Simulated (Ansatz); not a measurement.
`[SiH3]N[SiH2]O[SiH3]` + `C#N` → `N#C[SiH2]N[SiH3]` + `O[SiH3]`  (formal exchange of groups at the Si–O bond)

Gas-phase electronic energies from Ansatz, PBE0-D4/def2-TZVP geometries. CCSD(T)/CBS is the MP2 limit (def2-TZVPP, def2-QZVPP) plus CCSD(T) − MP2 in def2-TZVPP, frozen cores. This one scheme is used for every species. DFT in def2-TZVPP. One conformer a species, not always the lowest.

`[SiH3]N[SiH2]O[SiH3]`:

Z-matrix (Å, degrees):
```
Si
N 1 1.729
H 1 1.488 2 111.6
H 1 1.485 2 106.6 3 -119.4
H 1 1.488 2 112.1 3 120.8
Si 2 1.716 1 127.2 3 118.9
H 2 1.010 1 116.5 3 -53.4
O 6 1.637 2 113.5 1 -84.5
H 6 1.483 2 107.8 1 35.3
H 6 1.481 2 108.7 1 157.3
Si 8 1.635 6 142.9 2 46.3
H 11 1.486 8 110.2 6 81.4
H 11 1.488 8 110.4 6 -38.8
H 11 1.483 8 108.5 6 -158.8
```

`C#N`:

```xyz
3

C    -0.011    0.001    0.023
N     0.486   -0.028   -1.009
H    -0.475    0.027    0.985
```

`N#C[SiH2]N[SiH3]`:

Cartesian coordinates in Å:
```
N 1.433 -1.757 2.557
C 0.698 -1.022 2.060
Si -0.492 0.143 1.228
N -0.655 -0.193 -0.438
Si 0.296 0.435 -1.748
H -1.776 -0.045 1.938
H 0.072 1.495 1.418
H -1.289 -0.945 -0.671
H 1.199 -0.594 -2.327
H 1.102 1.545 -1.184
H -0.587 0.938 -2.832
```

`O[SiH3]`:

Cartesian coordinates in Å:
```
O -0.323 -0.530 -1.121
Si -0.027 0.268 0.290
H 0.200 -1.309 -1.314
H -0.257 -0.605 1.474
H -0.968 1.410 0.316
H 1.375 0.765 0.355
```

CCSD(T)/CBS gives +81.7 kJ/mol.

**Question.** Another level gave +80.9 kJ/mol. Which?
A. HF/def2-TZVPP
B. PBE0/def2-TZVPP
C. SCS-MP2/def2-TZVPP
D. PBE0-D4/def2-TZVPP

**Answer.** C. SCS-MP2/def2-TZVPP 80.9, PBE0-D4 75.2, PBE0 70.1, HF/def2-TZVPP 86.3 kJ/mol.

Largest T1 diagnostic among the species: 0.014.

From PBE to PBE0 (25 % exact exchange), in def2-TZVPP and without D4, ΔE moves by +4.8 kJ/mol. In def2-TZVPP, CCSD(T) changes the Hartree–Fock value by −5.4 kJ/mol (the triples alone add −1.4 kJ/mol) and MP2 by −6.2 kJ/mol.
